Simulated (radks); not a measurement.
Results of a calculation; reference values are marked as such.
Mean orbital radii <r> (bohr) of the cobalt ion Co+, [Ar] 3d8, at several levels of relativity; Dirac values are averaged over j with weights 2j + 1. Spin-unpolarised spherical Kohn-Sham, LDA (Slater exchange, Perdew-Wang correlation), point nucleus unless stated (finite: rms radius 3.7875 fm), a radial shooting solver on a logarithmic mesh with Libxc functionals. A level marked "c x" has the speed of light scaled by that factor and shares open shells by 2j + 1; other Dirac levels either fill j = l - 1/2 first or share by 2j + 1.

[
 {"shell": "1s", "non-rel.": "0.05700", "Dirac, 2j+1 shares": "0.05628", "Dirac, 2j+1 shares, finite nucleus": "0.05628", "Dirac, c x 1.25": "0.05654", "change of magnitude, last against first (%)": "-0.80"},
 {"shell": "2s", "non-rel.": "0.2593", "Dirac, 2j+1 shares": "0.2558", "Dirac, 2j+1 shares, finite nucleus": "0.2558", "Dirac, c x 1.25": "0.2571", "change of magnitude, last against first (%)": "-0.85"},
 {"shell": "2p", "non-rel.": "0.2265", "Dirac, 2j+1 shares": "0.2251", "Dirac, 2j+1 shares, finite nucleus": "0.2251", "Dirac, c x 1.25": "0.2256", "change of magnitude, last against first (%)": "-0.37"},
 {"shell": "3s", "non-rel.": "0.7891", "Dirac, 2j+1 shares": "0.7793", "Dirac, 2j+1 shares, finite nucleus": "0.7793", "Dirac, c x 1.25": "0.7828", "change of magnitude, last against first (%)": "-0.79"},
 {"shell": "3p", "non-rel.": "0.8288", "Dirac, 2j+1 shares": "0.8246", "Dirac, 2j+1 shares, finite nucleus": "0.8246", "Dirac, c x 1.25": "0.8261", "change of magnitude, last against first (%)": "-0.32"},
 {"shell": "3d", "non-rel.": "1.131", "Dirac, 2j+1 shares": "1.138", "Dirac, 2j+1 shares, finite nucleus": "1.138", "Dirac, c x 1.25": "1.135", "change of magnitude, last against first (%)": "+0.36"},
 {"shell": "4s (empty)", "non-rel.": "2.751", "Dirac, 2j+1 shares": "2.715", "Dirac, 2j+1 shares, finite nucleus": "2.715", "Dirac, c x 1.25": "2.728", "change of magnitude, last against first (%)": "-0.85"},
 {"shell": "4p (empty)", "non-rel.": "3.539", "Dirac, 2j+1 shares": "3.516", "Dirac, 2j+1 shares, finite nucleus": "3.516", "Dirac, c x 1.25": "3.524", "change of magnitude, last against first (%)": "-0.41"}
]
